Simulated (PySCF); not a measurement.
oxygen atom (O), triplet.

Input for PySCF:
```python
from pyscf import gto, scf

mol = gto.Mole()
mol.atom = '''
    O     0.000000    0.000000    0.000000
'''
mol.basis = 'def2-sv(p)'
mol.charge = 0
mol.spin = 2
mol.verbose = 3
mol.build()

mf = scf.UHF(mol)
mf.kernel()
```

Question: What number of basis functions does HF/def2-SV(P) run with PySCF give?

Answer: 14

Question: Predict the dipole moment from HF/def2-SV(P).

Answer: 0.00 D

Question: Estimate the <S^2> that HF/def2-SV(P) returns for this input.

Answer: 2.005

Question: Predict the HOMO energy from HF/def2-SV(P).

Answer: -14.09 eV

Question: Estimate the total energy that HF/def2-SV(P) returns for this input.

Answer: -74.7201 Eh

These values belong to the state on which the SCF converged, which isn't shown to be the lowest.
